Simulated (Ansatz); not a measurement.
Species: C₂H₈Cl₂OSi₂ (charge 0, singlet). 
Geometry from a B3LYP-D3(BJ)/def2-TZVP (Ansatz, an electronic-structure program) optimisation:
```xyz
15

C     -2.1678    -1.0660     0.5123
Si    -1.7940     0.1966    -0.8062
C     -2.3525     1.9050    -0.3191
O     -0.1482     0.2394    -1.0748
Si     1.2743     0.0695    -0.3539
Cl     1.6425    -1.9095     0.0538
Cl     1.2859     1.0944     1.4321
H     -1.7025    -0.7880     1.4607
H     -1.7960    -2.0525     0.2308
H     -3.2452    -1.1438     0.6764
H     -2.3973    -0.2009    -2.0986
H     -1.8796     2.2129     0.6159
H     -3.4356     1.9331    -0.1772
H     -2.0945     2.6365    -1.0871
H      2.3496     0.5846    -1.2011
```
Charge 0, spin multiplicity 1.

Atomisation energy built up term by term with Ansatz (kcal/mol; UHF references for open shells; valence terms freeze the core; atomic spin-orbit terms are left out). Basis-set limits of correlation are two-point, X^-3; Hartree-Fock from the larger set.

```tsv
term	basis	kcal/mol
Hartree-Fock	cc-pV(Q+d)Z	…
CCSD correlation	CBS(cc-pV(T+d)Z,cc-pV(Q+d)Z)	…
(T)	CBS(cc-pV(T+d)Z,cc-pV(Q+d)Z)	19.86
core correlation	cc-pwCVTZ	2.98
scalar relativity (X2C)	cc-pVTZ-DK against cc-pVTZ	-2.65
sum: De		…
```

**Question.** What belongs in the gaps?

**Answer.** 
- Hartree-Fock, kcal/mol: 1026.30
- CCSD correlation, kcal/mol: 307.06
- sum: De, kcal/mol: 1353.6
